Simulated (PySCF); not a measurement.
PySCF input for SiH2Cl2, SMILES Cl[SiH2]Cl, SMD-PBE0/6-31G*. Coordinates come from a B3LYP-D3(BJ)/def2-TZVP optimisation. The isomer is the one that the SMILES or the coordinates give; other isomers of the formula were not compared.

```python
import numpy as np
from pyscf import gto, scf, dft
from pyscf.solvent import smd

mol = gto.M(
    atom='''
    Si    0.00000000    0.00000000    0.76641602
    Cl    1.68239795    0.00000000   -0.40851920
    Cl   -1.68239795    0.00000000   -0.40851920
    H     0.00000000   -1.22441612    1.57991430
    H     0.00000000    1.22441612    1.57991430
    ''',
    basis='6-31G*',
    charge=0,
    spin=0,
    max_memory=1600,
    verbose=3,
)
mf = dft.RKS(mol, xc='pbe0').density_fit(auxbasis='def2-universal-jkfit')
mf.grids.level = 3
mf.conv_tol = 1e-9
mf.max_cycle = 100
mf.kernel()
res = {}
for name in ['water', 'ethylethanoate', 'ethanol']:
    s = mf.SMD()
    s.with_solvent.solvent, s.with_solvent.sasa_ng = name, 302
    s.kernel(mf.make_rdm1())
    res[name] = (s.e_tot, s.with_solvent.get_cds(), s.dip_moment(), s.mo_energy, s.converged)
    print(f'SMD {name}: dG(solv) = {(s.e_tot - mf.e_tot) * 627.509474:.3f} kcal/mol, of which CDS {res[name][1] * 627.509474:.3f}')
```

It prints:

```
converged SCF energy = -1210.69965758964
converged SCF energy = -1210.69969525132
Dipole moment(X, Y, Z, Debye): -0.00000,  0.00000,  2.16102
SMD water: dG(solv) = -0.024 kcal/mol, of which CDS 1.795
converged SCF energy = -1210.70463610678
Dipole moment(X, Y, Z, Debye): -0.00000,  0.00000,  2.04558
SMD ethylethanoate: dG(solv) = -3.124 kcal/mol, of which CDS -1.736
converged SCF energy = -1210.7052908377
Dipole moment(X, Y, Z, Debye): -0.00000,  0.00000,  2.13859
SMD ethanol: dG(solv) = -3.535 kcal/mol, of which CDS -1.800
```

The calculation finished and met its thresholds.

Cost: around 24 core-seconds (rough).
